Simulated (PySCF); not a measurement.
Compound: C5H11O2Si (doublet state).
Structure used (GFN2-xTB), in Å, numbered top down from 1:
```xyz
19
C5H11O2Si angstrom
C     -3.6677    0.3745    0.5519
C     -2.6448   -0.4478   -0.2183
O     -1.3748   -0.2650    0.3300
Si     0.0100   -0.0295   -0.4489
O      0.9890    0.1405    0.8308
C      2.2703    0.4658    0.9501
C      3.3191    0.4900   -0.0778
C      3.4198   -0.4340    1.1372
H     -3.4236    1.4310    0.4774
H     -3.6541    0.0888    1.6001
H     -4.6622    0.2070    0.1477
H     -2.8938   -1.5145   -0.1576
H     -2.6483   -0.1609   -1.2760
H      0.4079   -1.1949   -1.2458
H     -0.0106    1.1676   -1.2920
H      4.0041    1.3243   -0.1150
H      3.1062    0.0588   -1.0495
H      4.1656   -0.1926    1.8802
H      3.2781   -1.4998    0.9984
```

The hyperfine couplings belong to this conformer and change with its torsions.

As a line formula: `CCO[SiH2]O[C]1CC1` [radical].

Computed with UKS B3LYP, pcH-1 on C H O Si, non-relativistic, mean-field spin-orbit, GIAO in PySCF 2.14.0. Geometry: GFN2-xTB, one conformer, isolated molecule. GFN2-xTB frequencies show an imaginary mode (40i cm⁻¹), so this geometry is no minimum at that level. Couplings are sensitive to structure, and on GFN2-xTB geometries they can be far from those on DFT ones. The SCF solution wasn't tested for stability.

Principal values of hyperfine tensors in MHz (contact, dipolar and spin–orbit terms together), for some of the nuclei:

```csv
atom,isotope,A1,A2,A3
C6,13C,341.01,345.87,543.15
O5,17O,-99.98,-40.61,-39.62
H18,1H,44.29,46.73,62.21
H19,1H,21.15,24.90,34.28
H17,1H,20.94,24.38,33.40
Si4,29Si,-23.30,-13.64,-12.88
H14,1H,12.64,13.48,18.25
C8,13C,0.35,4.16,17.63
```

(1) Give the isotropic coupling of each nucleus in MHz and in mT (g = 2.0033), and the anisotropic part.

(2) What spin density at the nucleus of H14 lies behind its contact coupling (g_N = 5.58569)?

(3) H16 (1H, g_N = 5.58569) isn't in the table. Its spin density at the nucleus is 0.01274 bohr⁻³. What is its contact coupling?

(4) Name the largest traceless tensor T of the table and describe it.

(5) What first-order splitting does C6 cause when the field lies along A1, A2 or A3 of its tensor (g taken as isotropic, no quadrupole term)?

Results:

(1) a_iso is a third of the trace, T = A − a_iso, and a(mT) = a(MHz)/(g × 13.996).

| atom | a_iso (MHz) | a_iso (mT) | T1 | T2 | T3 |
| --- | --- | --- | --- | --- | --- |
| C6 | 410.01 | 14.623 | -69.00 | -64.14 | 133.14 |
| O5 | -60.07 | -2.142 | -39.91 | 19.46 | 20.45 |
| H18 | 51.08 | 1.822 | -6.79 | -4.35 | 11.13 |
| H19 | 26.78 | 0.955 | -5.63 | -1.88 | 7.51 |
| H17 | 26.24 | 0.936 | -5.30 | -1.86 | 7.16 |
| Si4 | -16.61 | -0.592 | -6.69 | 2.97 | 3.72 |
| H14 | 14.79 | 0.527 | -2.15 | -1.31 | 3.46 |
| C8 | 7.38 | 0.263 | -7.03 | -3.22 | 10.25 |

(2) a_FC = (2μ0/3) gₑ μB g_N μN ρ(0)/(2S·h) = 800.24 MHz × g_N × ρ(0)/(2S), with ρ in bohr⁻³. With a_FC = 14.79 MHz and 2S = 1, ρ(0) = 0.003309 bohr⁻³. In magnitude that is 1.0 % of the 1/π = 0.318 of a free hydrogen atom.

(3) By the same relation, a_FC = 57.0 MHz. Its full tensor has the principal values 50.38, 52.88, 67.63 MHz.

(4) C6: -69.0, -64.1, 133.1 MHz, nearly axial, close to the ratio −1:−1:+2, the form that spin in one p orbital centred on that nucleus gives.

(5) 2 lines (I = 1/2), spaced by |A_i|/(g × 13.996): 12.16, 12.34, 19.37 mT along the axes of A1, A2 and A3.

The run took 2.4 min of wall time (with the writing of density and orbital grids) on an Arm Neoverse V2 with one thread, shared host with 96 logical CPUs at a one-minute load of 83, and the process peaked at 1.1 GiB of memory.
